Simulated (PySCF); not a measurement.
HfO₃, SMILES [Hf]1(=[O])[O][O]1, multiplicity 1. Atoms are numbered in the order given.

```xyz
4

Hf     0.2050     0.1798     0.0000
O     -1.0656     1.4243     0.0000
O     -0.3897    -1.5214     0.7608
O     -0.3897    -1.5214    -0.7608
```

Coordinates come from a B3LYP-D3(BJ)/def2-TZVP optimisation. The spin state was assumed, not searched. The def2 effective core potentials stand for the cores of Hf; spin–orbit coupling is left out.

The numbers are results of PBE/def2-TZVPD (PySCF), not measurements.

Symmetry labels are those of the subgroup Cs that the program uses (full group Cs).

Question: List the valence orbital energies around the gap with their symmetry. (The exact figures need the calculation; the answer reports its results.)

Answer: 
```
orbital  symmetry  energy (eV)
-------  --------  -----------
HOMO−7         A'       -10.63
HOMO−6         A'        -9.45
HOMO−5         A'        -9.36
HOMO−4         A"        -7.44
HOMO−3         A'        -7.07
HOMO−2         A"        -6.83
HOMO−1         A'        -6.56
HOMO           A"        -5.49
LUMO           A'        -4.00
LUMO+1         A'        -2.57
LUMO+2         A"        -2.49
LUMO+3         A"        -1.41
```
